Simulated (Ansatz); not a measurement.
Molecule: C4H, charge 0, multiplicity 2. SMILES: [C]#CC#C
Geometry from a B3LYP-D3(BJ)/def2-TZVP (Ansatz, a first-principles code) optimisation:
```xyz
5

C     -2.0184    -0.1492     0.2730
C     -0.7720     0.0314     0.0542
C      0.5521     0.0411    -0.0748
C      1.7675     0.0629    -0.2006
H      2.8251     0.0827    -0.3105
```
Charge 0, spin multiplicity 2.

Wanted: atomisation energy, in kcal/mol. Set-up: 6-31G* and kin with 6d, 5d where marked; atomisation electronic, to ground-state atoms; non-relativistic; dispersion terms only where a functional's name holds one; open shells spin-unrestricted; spin-orbit terms left out. Ab initio and DFT rows: single points at B3LYP-D3(BJ) geometries (Ansatz).

| species | coefficient | E at PBE/6-31G* (Ansatz), Eh | E at PBE0/def2-TZVPD (Ansatz), Eh |
|---|---|---|---|
| [C]#CC#C | -1 | -152.57246 | -152.62959 |
| C atom | +4 | -37.78288 | -37.80543 |
| H atom | +1 | -0.49743 | -0.50104 |

 1 Eh = 627.5095 kcal/mol.

### Question
Work the quantity out at each level.

### Answer

- PBE/6-31G*: the sum of coefficient times E is 0.94351 Eh, or 592.06 kcal/mol. Result: 592.1 kcal/mol.
- PBE0/def2-TZVPD: the sum of coefficient times E is 0.90683 Eh, or 569.04 kcal/mol. Result: 569.0 kcal/mol.
